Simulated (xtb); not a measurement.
Cl₂Zn, charge -1, doublet, at a GFN2-xTB geometry (such geometries of metal compounds can be far from the true shape) (a state made from the parent by changing its charge; the spin is typed, not shown lowest). Base run: xtb 6.7.1 with GFN0-xTB.

Geometry (Å):
```xyz
3

Zn     0.1853     0.6495     0.3614
Cl     1.2844    -0.2347    -1.6693
Cl    -1.6113    -0.9115     1.0316
```
Charge -1, spin multiplicity 2.
All else is at xtb's defaults.
Base energy -10.87558 Eh.

The base run was repeated with changes; each row names its change, and settings that it needs were set with it.

```csv
change,ΔE vs base (kcal/mol)
base,0.000
acc = 0.1,0.000
file = coord,0.000
etemp = 5000,-1.10
acc = 30,0.000
acc = 1000,0.000
```
